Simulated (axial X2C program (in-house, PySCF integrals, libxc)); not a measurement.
# CdSi⁺: from the spin-free to the two-component result

All values were computed with an in-house relativistic program for diatomic molecules. Spin-free means the one-electron spin-free X2C Hamiltonian; two-component (2c) means X2C with spin–orbit coupling and atomic mean-field two-electron Coulomb and Gaunt terms, so the difference of the two also holds small scalar two-electron terms. Basis: Cd dyall-cv3z [12s12p8d5f3g], Si dyall-v3z [8s7p2d1f] (cores contracted in-house); Gaussian nuclei, density fitting, unrestricted open shells. Masses: Cd 113.903 u, Si 27.977 u.

Spin-free state: M_S = 1/2, Λ = 1 (beyond evenly filled blocks: π+α); fragments Cd + Si+ for PBE0, r2SCAN; Cd+ + Si for HF.

```tsv
level	Re (Å)	ωe (cm⁻¹)	De (eV)	μ (D)
PBE0	2.673	217.4	1.844	2.12
HF	2.789	197.2	0.963	1.47
r2SCAN	2.646	221.3	1.789	2.12
```

Dipoles are positive if Si is the positive end and refer to the centre of mass.

**Question.** Within this multiplet, which Ω should lie lowest by the rule for regular and inverted multiplets?

**Answer.** The open π shell holds one electron, so the multiplet is regular: Ω = Λ − 1/2 = 1/2. The PBE0 2c search agrees, though Ω = 3/2 of the search lies only 0.03 eV higher.

Two-component determinant lowest at the distance of the search:

Ω = 1/2 (⟨Sz⟩ = -0.50, ⟨Lz⟩ = 1.00 at PBE0); fragments Cd + Si+ for PBE0, r2SCAN; Cd+ + Si for HF.

```
 level  Re (Å)  ωe (cm⁻¹)  De (eV)  μ (D)
  PBE0   2.669      217.6    1.858   2.12
    HF   2.787      197.0    0.974   1.47
r2SCAN   2.642      221.8    1.805   2.12
```

**Question.** From the two tables, how do the constants change at the PBE0 level (2c against spin-free)?

**Answer.** At the PBE0 level Re goes down by 0.004 Å and ωe doesn't move by more than 0.2 cm⁻¹; De is not compared, since the atomic limits differ or miss part of their spin–orbit lowering.

One determinant describes the state; a PBE0 search over occupations chose it and may have missed a lower one. De is counted from the lowest determinant-based energies of the atoms at the same level, without counterpoise correction. Density functionals use the spin component along the axis (collinear). In 2c an atomic determinant is not the ground J level, so De misses part of the atomic spin–orbit lowering. This holds for PBE0, r2SCAN. The functionals have no current-density term, which raises determinants with orbital currents, atoms included. Some points did not converge and are left out.
